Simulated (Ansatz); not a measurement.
The same path of CH8BNOSi (13 atoms, charge 0, multiplicity 1) was run 3 times with different band settings. The coordinate that changes most is the dihedral B2–N3–Si4–H11.

The calculation used RKS PBE0/def2-SVP in Ansatz.

Relaxed end points:

```xyz
13
Properties=species:S:1:pos:R:3
C -2.141 -0.766 -0.591
B -0.641 -0.302 -0.661
N 0.190 -0.207 0.476
Si 1.865 0.307 0.519
O 2.064 1.809 1.205
H -2.798 0.017 -1.008
H -2.502 -1.016 0.419
H -2.291 -1.647 -1.240
H -0.148 -0.003 -1.732
H -0.234 -0.451 1.369
H 2.633 -0.598 1.413
H 2.348 0.268 -0.889
H 1.677 2.554 0.736
```

```xyz
13
Properties=species:S:1:pos:R:3
C -2.058 -1.120 -0.310
B -0.524 -0.839 -0.118
N 0.052 0.441 -0.274
Si 1.742 0.836 -0.035
O 2.139 1.199 1.539
H -2.208 -1.899 -1.077
H -2.658 -0.239 -0.589
H -2.478 -1.542 0.620
H 0.229 -1.747 0.177
H -0.576 1.198 -0.535
H 2.567 -0.343 -0.381
H 2.016 2.014 -0.915
H 1.777 2.007 1.912
```

Common settings: movable images 7; climbing image yes; spring 5.0 eV/Å²; start path IDPP; end points relaxed.

| run | optimiser | force threshold | iteration limit | largest step |
| --- | --- | --- | --- | --- |
| 1 | quadratic models (default) | 0.03 eV/Å | 49 | default |
| 2 | quadratic models (default) | 0.5 eV/Å | 57 | default |
| 3 | fire | 0.03 eV/Å | 59 | 0.5 Å |

Task: What does each run give, and how far can it be trusted?

Result: Run 1: converged after 15 iterations, highest image 0.091 eV above the first end. A vibrational analysis at the climbing image gives one clearly imaginary mode, 103i cm⁻¹: a first-order saddle point.
Run 2: converged after 3 iterations, highest image 0.118 eV above the first end. The threshold of 0.5 eV/Å is loose, so the images may lie well off the minimum-energy path. The order of the stationary point at the top wasn't checked.
Run 3: not converged after 59 iterations, highest image 0.096 eV above the first end. The band didn't meet its force threshold, so its energies are provisional: the largest band force was still 0.04 eV/Å, and over the last iterations the top stayed at 0.10 eV.
